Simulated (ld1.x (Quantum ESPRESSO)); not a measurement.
Pseudopotential generation for helium (He): RRKJ, PBE, non-relativistic.

- Element: helium (He)
- Generator: ld1.x (Quantum ESPRESSO) 7.5
- Type: norm-conserving RRKJ (Kleinman–Bylander form)
- Functional: PBE
- Relativity: non-relativistic
- Frozen core: none
- Valence charge: 2
- Reference configuration: 1s2
- Partial waves: 2p channel at 0.05 Ry: rc 0.30 bohr; 1s (bound): rc 0.40 bohr
- Local potential: the s channel
- Core correction: none
- rho0: 0.01

(1) Estimate the cutoffs (Ry, on a coarse ladder) from which the occupation-weighted sum of valence levels, in a spherical-Bessel basis at the reference potential, stays within 10 and 1 mRy of its value at 400 Ry.

(2) Does the potential have ghost states?

(3) Tests: 1s1; 1s1.5. Which has the largest error in its energy relative to the reference configuration, and how large is it?

Answers

(1) 230 Ry and over 300 Ry.

(2) No extra level below or beside the all-electron valence levels (p, s, d, f tested).

(3) 1s1, with +0.8 meV (all-electron minus pseudo) on +26.96 eV.
